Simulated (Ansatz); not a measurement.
C2H3FInN (`[CH3][In]([F])[C]#N`), 8 atoms. Total charge 0; spin multiplicity 1. Correlated methods include outer-core shells of In, which these sets cover unevenly. In: def2 effective core potential. Hardware: A = 2 threads of a server CPU on a shared host; B = 2 threads of an AMD EPYC 7R13 on a shared host and a share of an NVIDIA H100 80 GB. Correlated methods freeze the cores. Open-shell runs search over several starts.

(1) How many basis functions does each run have, and how long does it take in Ansatz? RHF-CCSD(T)/def2-QZVPP energy [B]; RHF-CCSD(T)/def2-SVP energy [A]; RKS PBE0-D4/def2-TZVP relaxation (6 steps) [A]; UKS PBE-D4/def2-TZVPP energy of the cation [A]; RKS PBE-QIDH (frozen core)/def2-TZVPP energy [A]; UHF-CCSD(T)/def2-TZVPP energy of the cation [B]; RKS BHLYP-D4/def2-TZVPP energy [A]; RKS ωB97M-V/def2-QZVPP energy [B]; UKS ωB97X-V/def2-TZVPP energy of the cation [A]; UKS B2PLYP (frozen core)/def2-TZVPP energy of the cation [A]; RKS PBE0-D4/def2-TZVP frequencies [A]; UKS PBE0-D4/def2-TZVPP energy of the cation [A]. (Estimate.)

## Answers

(1) Ansatz gave: Other jobs shared the machine, so times are rough.

| level | job | functions | wall time | peak host memory (GiB) |
| --- | --- | --- | --- | --- |
| RKS BHLYP-D4/def2-TZVPP | energy [A] | 216 | 5.5 s | 0.52 |
| RKS PBE-QIDH (frozen core)/def2-TZVPP | energy [A] | 216 | 11 s | 0.54 |
| RKS ωB97M-V/def2-QZVPP | energy [B] | 400 | 12 s | 0.97 |
| RHF-CCSD(T)/def2-SVP | energy [A] | 97 | 14 s | 0.48 |
| UHF-CCSD(T)/def2-TZVPP | energy of the cation [B] | 216 | 18 s | 0.82 |
| UKS PBE-D4/def2-TZVPP | energy of the cation [A] | 216 | 22 s | 0.45 |
| UKS PBE0-D4/def2-TZVPP | energy of the cation [A] | 216 | 27 s | 0.67 |
| RHF-CCSD(T)/def2-QZVPP | energy [B] | 400 | 29 s | 1.8 |
| UKS ωB97X-V/def2-TZVPP | energy of the cation [A] | 216 | 42 s | 0.88 |
| RKS PBE0-D4/def2-TZVP | relaxation (6 steps) [A] | 192 | 48 s | 0.51 |
| UKS B2PLYP (frozen core)/def2-TZVPP | energy of the cation [A] | 216 | 55 s | 0.84 |
| RKS PBE0-D4/def2-TZVP | frequencies [A] | 192 | 4.8 min | 0.51 |
